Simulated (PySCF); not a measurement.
## Working out the ionisation energy of Ag⁺

Ag⁺ [Kr] 4d10 (1S) → Ag²⁺ [Kr] 4d9 (2D). Computed with PySCF 2.14 in cc-pVTZ-PP with ECP28MDF (5s5p4d2f1g, 63 functions), with a scalar-relativistic core potential. Frozen: 4s2 4p6. Energies in hartree (1 hartree = 27.21139 eV):

| part | Ag⁺ (lower) | Ag²⁺ (upper) |
| --- | --- | --- |
| UHF | -145.821659 | -145.098626 |
| MP2 opposite-spin | -0.230468 | -0.182860 |
| MP2 same-spin | -0.129913 | -0.103948 |

Q: What does Hartree-Fock give?

A: (-145.098626) − (-145.821659) = 0.723033 hartree = 19.675 eV.

Q: What do MP2 and SCS-MP2 (6/5 opposite-spin, 1/3 same-spin) give?

A: The opposite-spin parts differ by 1.295 eV and the same-spin parts by 0.707 eV. MP2: 19.675 + (1.295) + (0.707) = 21.677 eV. SCS-MP2: 19.675 + 1.2 × (1.295) + (0.707)/3 = 21.465 eV.

Reference: 21.484 eV (measured; NIST Atomic Spectra Database, ionization energies), between the lowest levels; spin-orbit coupling is absent from the calculation.

What remains against the reference includes basis incompleteness, the frozen core and correlation beyond second order.
